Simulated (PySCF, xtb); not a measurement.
C2H4F2Si, SMILES F/C=C(/F)[SiH3].

GFN2-xTB (xtb 6.7.1) at its own geometry gives an orbital gap of 4.41 eV and a dipole moment of 1.00 D.

Geometry: B3LYP-D3(BJ)/def2-SVP. The structure was generated by enumeration; whether it is a known compound was not checked.

Task: What does PBE/def2-TZVP in PySCF give? (Estimate from the structure and the level; the computed values follow.)

Result: gap 4.82 eV (levels -6.24 and -1.42 eV), dipole 0.21 D.
